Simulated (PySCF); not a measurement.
Gas-phase reaction: 2 GeI₂ + F₂ ⇌ GeI₄ + GeF₂

Computed with PySCF (xtb for GFN2) and rigid-rotor harmonic-oscillator thermochemistry at 1 bar. † marks an energy on the PBE0/def2-TZVP geometry and frequencies; other levels use their own. All species are closed-shell singlets. I: scalar-relativistic def2 core potential, no spin-orbit coupling. Ge: all electrons, no relativistic terms.

ωB97M-V/def2-TZVP† gives ΔH°(298 K) = -716 kJ.

Question: What do M06-2X/def2-TZVP†, BLYP/def2-TZVP†, GFN2-xTB give?

Answer: M06-2X/def2-TZVP†: -741 kJ; BLYP/def2-TZVP†: -612 kJ; GFN2-xTB: -560 kJ. For scale, ΔH°(298 K) is -716 kJ at this level, -733 kJ at ωB97X-V/def2-TZVP†, and runs from -779 to -560 kJ over the 17 levels computed.
